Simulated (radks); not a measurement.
Problem. The table gives one normalised radial function P(r) = r R(r) (large component) of He+ in 2p1 (r in bohr). Method: Dirac Kohn-Sham, BLYP, spin-unpolarised, spherical densities, point nucleus; open shells fill j = l - 1/2 first; computed with a radial shooting solver on a logarithmic mesh with Libxc functionals.

r	P
0.07029	0.0050
0.07737	0.0060
0.08449	0.0071
0.093	0.0086
0.1024	0.0103
0.1118	0.0121
0.1231	0.0145
0.1355	0.0173
0.1491	0.0207
0.1628	0.0243
0.1792	0.0289
0.1973	0.0344
0.2154	0.0402
0.2371	0.0476
0.261	0.0563
0.2873	0.0665
0.3138	0.0772
0.3454	0.0907
0.3802	0.1062
0.4151	0.1224
0.457	0.1425
0.503	0.1653
0.5537	0.1910
0.6046	0.2172
0.6656	0.2486
0.7326	0.2830
0.8	0.3168
0.8806	0.3559
0.9694	0.3964
1.067	0.4373
1.165	0.4740
1.283	0.5119
1.412	0.5461
1.542	0.5728
1.697	0.5953
1.868	0.6092
2.056	0.6132
2.245	0.6072
2.472	0.5894
2.721	0.5602
2.971	0.5239
3.27	0.4754
3.6	0.4197
3.963	0.3597
4.327	0.3033
4.763	0.2432
5.243	0.1875
5.725	0.1421
6.302	0.1004
6.937	0.0674
7.636	0.0428
8.338	0.0268
9.179	0.0151

Which n and l does it have? It may be an empty orbital.

Solution. n = 2, l = 1: the number of nodes gives n - l - 1 = 0, the rise at small r points to l (for j = l - 1/2 the large component starts as r^gamma with gamma = sqrt(l^2 - (Z/c)^2) = 1.00 and the r^(l+1) term takes over further out; the orbital of l - 1 with the same j starts with the same power, but with a larger coefficient, and does not steepen), and the extent must fit the shell. The curve is that of 2p1/2; the two j differ most near the nucleus, where j = l - 1/2 has the larger amplitude, and in heavy atoms j = l - 1/2 is also the more compact. 2p1/2: eigenvalue -9.389 eV, 0 radial nodes, <r> = 2.59 bohr, 90 % of the charge inside 4.17 bohr.
